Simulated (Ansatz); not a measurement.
The cluster Ga₆, relaxed as a singlet with RKS r2SCAN-D4/def2-SVP in Ansatz, starting from the GFN1-xTB geometry. Force threshold 0.02 eV/Å.

The restricted singlet is unstable towards broken spin symmetry in Hartree–Fock (as tested in another run); at r2SCAN-D4/def2-SVP this wasn't settled. Another isomer (singlet) lies 0.78 eV lower at PBE0-D4/def2-TZVP; other spin states weren't run for this one.

Start:

```xyz
6

Ga   -0.302    0.160   -0.341
Ga    0.251   -0.775    3.082
Ga   -0.465    0.450   -0.777
Ga    1.385    0.008    0.303
Ga   -0.461    0.472   -1.425
Ga   -0.409   -0.315   -0.842
```

(1) Estimate the energy that the relaxation releases and the steps that it takes.

(2) Does the start keep its bonding?

(3) Predict the relaxed structure.

## Answers

(1) 3065.84 eV, in 27 steps; 3.7 min on 4 threads of Arm Neoverse V2 on a shared host. No frequencies were taken in this run, so the end may be a saddle point.

(2) Bonds lost: Ga1–Ga5, Ga1–Ga6, Ga3–Ga4, Ga4–Ga5 (atoms count from 1). Bonds formed: Ga1–Ga2, Ga2–Ga4 (atoms count from 1). Metal–metal contacts that move far: Ga3–Ga5 0.65 to 2.82 Å.

(3) 
Cartesian coordinates in Å:
```
Ga 0.2167 1.6717 0.8701
Ga 0.1798 -0.2440 2.9360
Ga -1.2760 0.9983 -0.9661
Ga 1.3557 -0.5506 0.6659
Ga 0.1011 -0.4973 -2.9141
Ga -0.5772 -1.3781 -0.5917
```
Bond lengths (bridged metal pairs left out): 8 × Ga–Ga 2.45 to 2.82 Å.
